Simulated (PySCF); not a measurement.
BOCl, SMILES O=BCl. Geometry optimised at PBE-D3(BJ)/def2-TZVP.

Computed equilibrium geometry at PBE-D3(BJ)/def2-TZVP (PySCF confirms it by a frequency run) as bond lengths and angles, and its point group:
point group C∞v.
Atoms: B1 O2 Cl3. Bond lengths (Å): B1–O2 1.218, B1–Cl3 1.688. Angles (°): O2–B1–Cl3 180.0.
